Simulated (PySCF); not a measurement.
Computed structure and properties of [Ce(H2O)7]3+

System: [Ce(H2O)7]3+ (singlet in the valence; each metal's 4f electrons, 1 of them, lie in its core potential, out of spins and levels; a saddle point, relaxed within its symmetry); start: template (C2v). Method: PySCF 2.14.0, RKS BP86, Ce lcecp-1-SVP with ECP47, O def2-SVP, H def2-SVP; non-relativistic Hamiltonian with scalar-relativistic core potentials where named; density fitting; no spin-orbit coupling.

Input of the relaxation:

```python
mol = gto.M(atom='''
Ce     0.00001     0.00000     0.00000
O      0.00001     0.00000     2.56750
H      0.77001     0.00000     3.15750
H     -0.76999     0.00000     3.15750
O      0.00001    -0.00000    -2.56750
H      0.77001    -0.00000    -3.15750
H     -0.76999    -0.00000    -3.15750
O      2.56751     0.00000     0.00000
H      3.15751     0.00000     0.77000
H      3.15751    -0.00000    -0.77000
O      0.79341     2.44180    -0.00000
H      0.97571     3.00300     0.77000
H      0.97571     3.00300    -0.77000
O     -2.07719     1.50910    -0.00000
H     -2.55449     1.85590     0.77000
H     -2.55449     1.85590    -0.77000
O     -2.07719    -1.50910     0.00000
H     -2.55449    -1.85590     0.77000
H     -2.55449    -1.85590    -0.77000
O      0.79341    -2.44180     0.00000
H      0.97571    -3.00300     0.77000
H      0.97571    -3.00300    -0.77000''',
    basis={'Ce': 'lcecp-1-SVP', 'O': 'def2-SVP', 'H': 'def2-SVP'},
    ecp={'Ce': 'lcecp-1-SVP'},
    charge=3, spin=0)
mf = dft.RKS(mol, xc='B88,P86')
mf.grids.atom_grid = (50, 194)  # f atoms: unpruned, at least (60, 302)
mf = mf.density_fit()  # fitting sets: Ce AutoAux, O def2-universal-JKFIT, H def2-universal-JKFIT
mf.conv_tol = 1e-08; mf.max_cycle = 55
mf.kernel(dm0)  # dm0: converged density of the start geometry
# quasi-Newton relaxation in Cartesian coordinates to a largest gradient under 0.00045 Eh/bohr, steps kept in the point group
```

Run from Python with OMP_NUM_THREADS=4; the lines above give its settings. Where DIIS fails, smearing, a level shift and second-order steps follow.
It took 120 s on 4 threads of Intel(R) Xeon(R) Platinum 8259CL CPU @ 2.50GHz (Skylake/Cascade Lake), on a shared host, from the converged density of the start.

Course of the relaxation:

```json
{"step": "0", "energy above end (eV)": "0.0990", "largest force component within the symmetry (eV/Å)": "1.336"}
{"step": "1", "energy above end (eV)": "0.0104", "largest force component within the symmetry (eV/Å)": "0.224"}
{"step": "2", "energy above end (eV)": "0.0032", "largest force component within the symmetry (eV/Å)": "0.072"}
{"step": "3", "energy above end (eV)": "0.0012", "largest force component within the symmetry (eV/Å)": "0.038"}
{"step": "4", "energy above end (eV)": "0.0004", "largest force component within the symmetry (eV/Å)": "0.031"}
{"step": "5", "energy above end (eV)": "0.0000", "largest force component within the symmetry (eV/Å)": "0.011"}
{"step": "6", "energy above end (eV)": "0.0000", "largest force component within the symmetry (eV/Å)": "0.004"}
```

Relaxed geometry (C2v):

```xyz
22

Ce    0.0001    0.0000    0.0000
O    -0.0013    0.0000    2.5224
H     0.7695    0.0000    3.1389
H    -0.7730    0.0000    3.1379
O    -0.0013    0.0000   -2.5224
H     0.7695    0.0000   -3.1389
H    -0.7730    0.0000   -3.1379
O     2.5681    0.0000    0.0000
H     3.1824    0.0000    0.7691
H     3.1824    0.0000   -0.7691
O     0.7857    2.4299    0.0000
H     0.9568    3.0146    0.7730
H     0.9568    3.0146   -0.7730
O    -2.0700    1.5107    0.0000
H    -2.5455    1.8964    0.7707
H    -2.5455    1.8964   -0.7707
O    -2.0700   -1.5107    0.0000
H    -2.5455   -1.8964    0.7707
H    -2.5455   -1.8964   -0.7707
O     0.7857   -2.4299    0.0000
H     0.9568   -3.0146    0.7730
H     0.9568   -3.0146   -0.7730
```

| contact | Å |
| --- | --- |
| Ce1–O2 (H2O) | 2.522 |
| Ce1–O5 (H2O) | 2.522 |
| Ce1–O8 (H2O) | 2.568 |
| Ce1–O11 (H2O) | 2.554 |
| Ce1–O14 (H2O) | 2.563 |
| Ce1–O17 (H2O) | 2.563 |
| Ce1–O20 (H2O) | 2.554 |

On the finer grid (75, 302):

| Item | Value |
| --- | --- |
| HOMO | -18.79 eV |
| LUMO | -13.88 eV |
| Dipole about the centre of mass | 0.02 D |
| Set of Mulliken populations of Ce1 outside the core potential | s 2.24, p 6.42, d 1.18, f 0.06 |
| D3(BJ) dispersion energy (not in the energies) | -0.763 eV |

| atom | Mulliken (e) | Löwdin (e) | spin (e) |
| --- | --- | --- | --- |
| Ce1 | 1.11 | 0.83 | 0.00 |
| O2 | -0.30 | -0.02 | 0.00 |
| H3 | 0.29 | 0.17 | 0.00 |
| H4 | 0.29 | 0.17 | 0.00 |
| O5 | -0.30 | -0.02 | 0.00 |
| H6 | 0.29 | 0.17 | 0.00 |
| H7 | 0.29 | 0.17 | 0.00 |
| O8 | -0.28 | -0.03 | 0.00 |
| H9 | 0.27 | 0.16 | 0.00 |
| H10 | 0.27 | 0.16 | 0.00 |
| O11 | -0.28 | -0.02 | 0.00 |
| H12 | 0.28 | 0.16 | 0.00 |
| H13 | 0.28 | 0.16 | 0.00 |
| O14 | -0.28 | -0.03 | 0.00 |
| H15 | 0.28 | 0.16 | 0.00 |
| H16 | 0.28 | 0.16 | 0.00 |
| O17 | -0.28 | -0.03 | 0.00 |
| H18 | 0.28 | 0.16 | 0.00 |
| H19 | 0.28 | 0.16 | 0.00 |
| O20 | -0.28 | -0.02 | 0.00 |
| H21 | 0.28 | 0.16 | 0.00 |
| H22 | 0.28 | 0.16 | 0.00 |

The 4f levels lie in the core potential and are missing. Their spin isn't counted.

On the grid (50, 194), as all that follows. Harmonic modes: 7 unstable, so a saddle point once the symmetry is let go (counted below −25 cm⁻¹); lowest -356 cm⁻¹ (negative: unstable), highest 3671 cm⁻¹, zero-point energy 4.465 eV.

Taking off one H2O (charge 0, singlet; the rest: singlet) in vacuum, both parts rigid, costs 2.27 eV; the small basis without counterpoise inflates it. Parting with an electron moved from the ligand to the metal can be far cheaper, even downhill.

Rigid scan of H2O along the line from its metal:

(distance to O2 (Å), energy (eV)): (2.22, 0.375), (2.32, 0.143), (2.42, 0.031), (2.52, 0.000), (2.62, 0.022), (2.72, 0.079), (2.92, 0.245)

One start shape was tried, so this needn't be the lowest isomer.

An lcecp potential fixes the number of 4f electrons, so in runs with it no electron can move into or out of that shell.
